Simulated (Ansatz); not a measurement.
Z-matrix (Å, degrees):
```
Si
Ge 1 2.388
H 1 1.487 2 109.4
H 1 1.484 2 109.3 3 120.2
H 1 1.485 2 108.9 3 -119.6
Cl 2 2.173 1 105.5 3 -177.9
B 2 2.061 1 113.5 3 62.3
H 2 1.541 1 110.6 3 -63.8
Cl 7 1.726 2 121.3 1 107.2
H 7 1.194 2 121.0 1 -70.6
```

Total charge 0; spin multiplicity 1.

(1) List the ωB97M-V/def2-TZVPP orbital energies in eV (the Gaussian-basis code of Ansatz). (Estimate.)

Results:

(1) The calculation gave: Occupied: -10867.09, -2772.65, -2771.49, -1807.32, -1362.94, -1210.69, -1210.65, -1210.65, -263.05, -261.87, -200.51, -200.45, -200.37, -199.35, -199.21, -199.21, -189.87, -174.70, -148.43, -124.02, -123.91, -123.88, -102.55, -102.52, -102.52, -36.81, -36.74, -36.72, -36.64, -36.63, -26.76, -25.19, -19.17, -17.64, -16.34, -14.25, -13.24, -12.97, -12.74, -12.44, -12.23, -11.84, -11.24, -10.51, -9.77. Lowest empty: -0.52, 1.21, 1.66, 2.26, 2.59, 2.85, 3.18, 3.43.
